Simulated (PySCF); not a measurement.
## Working out the ionisation energy of Xe

Xe [Xe] (1S) → Xe⁺ [Kr] 4d10 5s2 5p5 (2P). Computed with PySCF 2.14 in aug-cc-pVQZ-PP with ECP28MDF (7s7p5d3f2g, 92 functions), with scalar relativity through the core potential. Frozen: 4s2 4p6 4d10. Energies in hartree (1 hartree = 27.21139 eV):

| part | Xe (lower) | Xe⁺ (upper) |
| --- | --- | --- |
| UHF | -328.299143 | -327.878410 |
| CCSD correlation | -0.186366 | -0.153802 |
| (T) | -0.006850 | -0.004916 |

Task: What does Hartree-Fock give?

Result: (-327.878410) − (-328.299143) = 0.420733 hartree = 11.449 eV.

Task: What do CCSD and CCSD(T) give?

Result: The CCSD correlation energies differ by 0.032564 hartree = 0.886 eV and the triples by 0.001934 hartree = 0.053 eV, so CCSD gives 12.335 eV and CCSD(T) 12.388 eV.

Measured between the centres of the two terms (NIST): 12.565 eV, so CCSD(T) (valence) is off by -0.177 eV.

What remains against the reference includes basis incompleteness, the frozen core and higher excitations.
